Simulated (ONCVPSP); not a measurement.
## Logarithmic derivatives: arsenic (As), ONCV

```json
{"Element": "arsenic (As)", "Generator": "ONCVPSP 4.0.1", "Type": "optimised norm-conserving Vanderbilt (ONCV)", "Functional": "PBE", "Relativity": "scalar-relativistic", "Frozen core": "[Ne]", "Valence charge": "23", "Reference configuration": "3s2 3p6 3d10 4s2 4p2.5 (charge +0.5)", "Partial waves": "3s+4s: rc 1.10 bohr, ncon 5, nbas 10, qcut 9.2 1/bohr, 2 projectors; 3p+4p: rc 0.90 bohr, ncon 3, nbas 8, qcut 18.5 1/bohr, 2 projectors; 3d: rc 1.10 bohr, ncon 4, nbas 9, qcut 13.3 1/bohr, 2 projectors, debl 3 Ha", "Local potential": "polynomial inside 0.70 bohr (lpopt 5, dvloc0 0 Ha)", "Core correction": "Teter function, fcfact 1.75, rcfact 1.75"}
```

The phase is arctan(r·R′/R) of the radial function R(r), unwrapped; energies in Ha, scanned from -9 to 5 Ha. A pole is an energy at which the radial function vanishes at the test radius. The pseudo phase is shifted by a multiple of π to meet the all-electron one at the reference energy, and phase errors are pseudo minus all-electron; the curves can meet again beyond the range given. Levels narrower than the energy grid can be missing from the lists of poles.

Problem. For each channel, where are the poles, and over which energies does the pseudopotential scatter like the atom?

Solution.

```tsv
channel	radius (bohr)	reference energy (Ha)	poles, all-electron	poles, pseudo	unbroken range about the reference energy with phases within 0.05 rad	phase error 1 Ha above the reference energy (rad)
s	1.12	-0.69	-6.63	-6.63	the whole range	-0.000
p	0.91	-0.33	-2.97	-2.97	the whole range	+0.000
d	1.12	-1.66	-0.83	-0.83	the whole range	+0.000
```

Phases in the p channel:

```tsv
E (Ha)	all-electron	pseudo
-8.96	0.833	0.833
-8.60	0.741	0.741
-8.24	0.619	0.619
-7.88	0.456	0.456
-7.52	0.238	0.238
-7.16	-0.037	-0.037
-6.80	-0.343	-0.343
-6.44	-0.630	-0.630
-6.08	-0.865	-0.865
-5.72	-1.043	-1.043
-5.36	-1.176	-1.176
-5.00	-1.277	-1.277
-4.64	-1.355	-1.355
-4.28	-1.417	-1.417
-3.92	-1.469	-1.469
-3.56	-1.512	-1.512
-3.20	-1.549	-1.549
-2.84	-1.582	-1.582
-2.48	-1.612	-1.612
-2.12	-1.639	-1.639
-1.76	-1.664	-1.664
-1.40	-1.688	-1.688
-1.04	-1.711	-1.711
-0.68	-1.733	-1.733
-0.32	-1.756	-1.756
0.04	-1.778	-1.778
0.40	-1.802	-1.802
0.76	-1.826	-1.826
1.12	-1.851	-1.851
1.48	-1.878	-1.878
1.84	-1.907	-1.906
2.20	-1.938	-1.938
2.56	-1.973	-1.973
2.92	-2.011	-2.011
3.28	-2.055	-2.055
3.64	-2.105	-2.105
4.00	-2.163	-2.163
4.36	-2.232	-2.232
4.72	-2.312	-2.312
```
